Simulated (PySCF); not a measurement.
An unknown shows these calculated signals:

¹H NMR (400 MHz, computed): δ 9.58 (br s, 1H), 8.49 (m, 1H), 1.41 (s, 9H).

¹³C{¹H} NMR (computed): δ 194.9 (C), 159.0 (CH), 37.1 (C), 34.3 (CH3).

[PySCF 2.14: σ from GIAO-B97-2/pcSseg-1; PBE0-D3(BJ)/def2-SVP geometry; averaged over atoms made equivalent by symmetry, fast rotation or ring inversion; in vacuum; one conformer; no relativistic terms]

Shifts are taken against calculated references (same method and geometry level): ¹H (σ = 31.38 ppm) and ¹³C (σ = 183.69 ppm) vs TMS.

Problem. Which of these does the molecule contain: a heteroaromatic ring, a Si–H bond, an NH or NH2 group, an amide, a tert-butyl group, a C≡C triple bond?

Solution. 
- A heteroaromatic ring: yes.
- A Si–H bond: no.
- An NH or NH2 group: yes (δH 9.58 (br s)).
- An amide: no.
- A tert-butyl group: yes (δC 34.3, 37.1; δH 1.41 (s)).
- A C≡C triple bond: no.

The data belong to SMILES CC(C)(C)c1n[nH]cp1, C6H11N2P; they needn't prove each group on their own.

Carbon signals by region: 1 in the far downfield region (above 160 ppm), 1 in the sp2 and nitrile region (100–160 ppm), 2 below 50 ppm. Above 160 ppm: 194.9, substituted aromatic carbon next to a ring nitrogen.

Exchangeable OH/NH protons stand at their gas-phase positions; hydrogen bonding in a real sample shifts them, mostly to higher δ. Splittings by ³¹P in the carbon and heteronuclear signals aren't shown, as no couplings were computed. Shifts are as computed. Against solution values, carbons near 30 ppm lie about +1 ppm off and those near 130 ppm about +2 ppm. Of 1313 compounds with measured shifts, 239 miss one by over three times the rms of a fit or turn the order of signals round; such compounds aren't used in these exercises. No couplings were computed; multiplicities are counted from neighbouring protons, with m where these are inequivalent, close in shift, in a saturated or five-membered ring or joined by F or P, and br s for small geminal =CH2 splittings.
